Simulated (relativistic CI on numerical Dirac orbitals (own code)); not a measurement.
**Te³⁺: what numerical and physical settings do to a radial Dirac CI calculation**

Reference input:

```
atom Te  Z=52  charge=3  electrons=49
nucleus A=130  rms_radius_fm=4.7423
hamiltonian dirac-coulomb  breit=on  qed=on  c_scale=1
orbitals kli  potential=per-configuration
slater_scale 1
correlation none
mixing on
grid step=0.0125 r_max=50.3
scf mixing=0.4 start=green max_iterations=150 tolerance=2e-08 node_fill=0.05
configurations
  [Kr] 4d10 5s2 5p
  [Kr] 4d10 5s 5p2
  [Kr] 4d10 5s2 5d
end
```

Computed lowest total energy -6783.34483 Ha, first excitation 9240.1 cm⁻¹, 33 SCF steps. Runs with settings changed; * marks those that are bad on purpose:

```csv
Changed,Outcome,Lowest level,ΔE (Ha),First excitation (cm⁻¹),SCF steps,Message
Breit term off,converged,5s²5p ²P°1/2,-5.06,9379.5,33,
"start potential previous, SCF tolerance 1e-05",converged,5s²5p ²P°1/2,-7.83e-09,9240.1,23,
QED terms off,converged,5s²5p ²P°1/2,-3.38,9224.5,33,
SCF mixing 0.7,converged,5s²5p ²P°1/2,2.34e-10,9240.1,30,
charge 5 *,refused,,,,0,"configuration [Kr] 4d10 5s2 5p has 49 electrons, the ion has 47"
nuclear radius 4742.3 fm *,converged,5s5p² ⁴P1/2,2810,204.6,33,
```

With so few configurations and no correlation, terms lie too far apart (by 10 to 50 % near neutrality), their order can be wrong, and levels of other configurations are missing.
